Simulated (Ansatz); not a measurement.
```yaml
crystal:
  periodic: [false, false, false]
  atoms:
    - {symbol: F, position_ang: [-0.399638, 2.158224, 0.510408]}
    - {symbol: Si, position_ang: [0.397480, 0.802133, 0.817258]}
    - {symbol: Si, position_ang: [-0.422634, -0.859310, -0.628990]}
    - {symbol: F, position_ang: [0.336609, -2.226172, -0.297281]}
    - {symbol: Br, position_ang: [0.043352, -0.278019, -2.710108]}
    - {symbol: H, position_ang: [1.842046, 1.027971, 0.568266]}
    - {symbol: H, position_ang: [0.172524, 0.442922, 2.240458]}
    - {symbol: H, position_ang: [-1.877538, -1.124848, -0.555711]}
basis:
  gaussian: {orbitals: cc-pVTZ-DK}
magnetization: {spin_polarized: true, initial_magnetization: 8}
hamiltonian: {xc: {name: B97M-V}}
accuracy: high
```

```sh
$ ansatz run in.yaml --threads 4 --pin off --events-out ev --progress --plain --max-ram 10444MiB
```

It prints (some lines left out):

```
Functional definition: B97M-V
3590 factors; integrals over basis functions are off by at most 5.5e-9 eV
mean field evaluation 1: about -92132.1045 eV, gradient 4.8e1 eV
mean field evaluation 2: about -91653.7542 eV, gradient 2.5e2 eV
mean field evaluation 4: about -92082.4201 eV, gradient 9.3e1 eV
mean field evaluation 8: about -92152.9208 eV, gradient 6.2e-1 eV
mean field evaluation 16: about -92152.9443 eV, gradient 6.7e-2 eV
mean field evaluation 64: about -92152.8666 eV, gradient 5.6e-1 eV
mean field evaluation 96: about -92152.4822 eV, gradient 1.6e0 eV
mean field evaluation 128: about -92152.9077 eV, gradient 5.5e-1 eV
mean field evaluation 160: about -92152.9380 eV, gradient 2.5e-1 eV
mean field -92152.94453785 eV, -3386.5582482566 hartree, gradient 2.4e-8 eV, S^2 20.010420; 10 other end points of the search recorded, 0 dependent functions left out
reference -92152.94454455 eV, -3386.5582485028 hartree; 46, 38 occupied and 167, 175 virtual orbitals, 3590 factors
Total energy: -92152.94454455 eV, -3386.5582485028 hartree
Relativity: scalar
```

**Question.** Something in this input is off. What?

**Answer.** The spin is set far too high for this molecule. Self-consistency was reached. The result belongs to that input, not to the molecule as meant.
